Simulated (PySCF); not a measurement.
Two species compared at the same levels of theory.

First species: C6H8BrNSi.
InChI=1S/C6H8BrNSi/c7-5-1-3-6(8-9)4-2-5/h1-4,8H,9H3

Second species: C8H15ClO.
SMILES: `COC[C@@H]1CCCC[C@H]1Cl`

Levels: B3LYP/def2-SVPD for HOMO energy, LUMO energy, HOMO–LUMO gap and static isotropic polarisability; TDDFT B3LYP/def2-SVPD for lowest singlet excitation. Geometries: PBE0-D3(BJ)/def2-SVP. All species are isolated and taken at one optimised geometry, non-relativistic unless stated. Electronic properties by PySCF.

Dipoles, sizes and rotational constants follow the conformer. The torsions of the flexible species, by atom-mapped SMILES:
- `[SiH3:1][NH:2][c:3]1[cH:4][cH:5][c:6]([Br:7])[cH:8][cH:9]1`: Si1–N2–C3–C4 0°

The conformers of `COC[C@@H]1CCCC[C@H]1Cl` aren't listed.

Values for the first species:

| Property | Result |
| --- | --- |
| HOMO energy | -5.93 eV |
| LUMO energy | -0.80 eV |
| HOMO–LUMO gap | 5.13 eV |
| Lowest singlet excitation | 4.44 eV |
| Static isotropic polarisability | 133.6 au |

(1) Estimate the same properties for the second species, and the change in each.

Results:

(1) 
```csv
property,first,second,second less first
HOMO energy,-5.93 eV,-7.27 eV,-1.34 eV
LUMO energy,-0.80 eV,0.23 eV,+1.03 eV
HOMO–LUMO gap,5.13 eV,7.50 eV,+2.37 eV
lowest singlet excitation,4.44 eV,6.75 eV,+2.31 eV
static isotropic polarisability,133.6 au,113.8 au,-19.8 au
```

On the first: In wavenumbers S1 is 35800 cm⁻¹ (1 eV = 8065.54 cm⁻¹). The principal polarisabilities are 83.1, 120.2 and 197.4 au; their mean is the isotropic value. The calculation is non-relativistic and has no spin–orbit coupling, an omission that weighs most on bromine.

On the second: The principal polarisabilities are 97.8, 117.3 and 126.3 au; their mean is the isotropic value. No computed singlet falls in the visible range (750 to 380 nm, 1.65 to 3.26 eV); S1 lies 3.49 eV above its blue end.
